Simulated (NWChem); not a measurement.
System meant: H3SO4 cation; SMILES O=S(=[OH+])(O)O

Input file for NWChem:

```
start job
memory heap 200 mb stack 900 mb global 1100 mb
charge 1
geometry units angstroms noautoz
  O      0.000676    -0.194331    -1.555239
  S     -0.000039    -0.015076    -0.121541
  O     -0.941639     1.106993     0.463149
  O      1.371813     0.366503     0.556662
  O     -0.431324    -1.250974     0.758214
  H     -0.927960     1.933733    -0.085491
  H      2.134960    -0.138161     0.172461
  H     -1.206620    -1.735574     0.372507
end
basis spherical
  O library def2-svp
  S library def2-svp
  H library def2-svp
end
dft
  odft
  mult 2
  xc b3lyp
  iterations 150
  mulliken
end
task dft energy
```

End of the output:

```
 ==============================================================================
                                 internuclear angles
 ------------------------------------------------------------------------------
        center 1       |       center 2       |       center 3       |  degrees
 ------------------------------------------------------------------------------
    1 O                |   2 S                |   3 O                |   117.16
    1 O                |   2 S                |   4 O                |   117.15
    1 O                |   2 S                |   5 O                |   117.16
    3 O                |   2 S                |   4 O                |   100.82
    3 O                |   2 S                |   5 O                |   100.80
    4 O                |   2 S                |   5 O                |   100.81
    2 S                |   3 O                |   6 H                |   112.30
    2 S                |   4 O                |   7 H                |   112.30
    2 S                |   5 O                |   8 H                |   112.30
 ------------------------------------------------------------------------------
                            number of included internuclear angles:          9
 ==============================================================================

 Summary of "ao basis" -> "" (spherical)
 ------------------------------------------------------------------------------
       Tag                 Description            Shells   Functions and Types
 ---------------- ------------------------------  ------  ---------------------
 O                          def2-svp                 6       14   3s2p1d
 S                          def2-svp                 8       18   4s3p1d
 H                          def2-svp                 3        5   2s1p

                                 NWChem DFT Module
                                 -----------------

 Summary of "ao basis" -> "ao basis" (spherical)
 ------------------------------------------------------------------------------
       Tag                 Description            Shells   Functions and Types
 ---------------- ------------------------------  ------  ---------------------
 O                          def2-svp                 6       14   3s2p1d
 S                          def2-svp                 8       18   4s3p1d
 H                          def2-svp                 3        5   2s1p

  number of electrons :                   50
  multiplicity        :                    2
 ------------------------------------------------------------------------
  no. of electrons and multiplicity not compatible                  50
 ------------------------------------------------------------------------
 ------------------------------------------------------------------------
  current input line :
    26: task dft energy
 ------------------------------------------------------------------------
 ------------------------------------------------------------------------
 There is an error in the input file
 ------------------------------------------------------------------------
 For more information see the NWChem manual at https://nwchemgit.github.io

0: no. of electrons and multiplicity not compatible:Received an Error in Communication
```

Problem. Can this run be used? If not, why, and what is the fix?

Solution. The program refused the input. Cause: the multiplicity doesn't fit the number of electrons (an even count wants an odd multiplicity, and the reverse). This input runs:
```
start job
memory heap 200 mb stack 900 mb global 1100 mb
charge 1
geometry units angstroms noautoz
  O      0.000676    -0.194331    -1.555239
  S     -0.000039    -0.015076    -0.121541
  O     -0.941639     1.106993     0.463149
  O      1.371813     0.366503     0.556662
  O     -0.431324    -1.250974     0.758214
  H     -0.927960     1.933733    -0.085491
  H      2.134960    -0.138161     0.172461
  H     -1.206620    -1.735574     0.372507
end
basis spherical
  O library def2-svp
  S library def2-svp
  H library def2-svp
end
dft
  xc b3lyp
  iterations 150
  mulliken
end
task dft energy
```
It converges to -700.15004 Ha (B3LYP/def2-SVP).
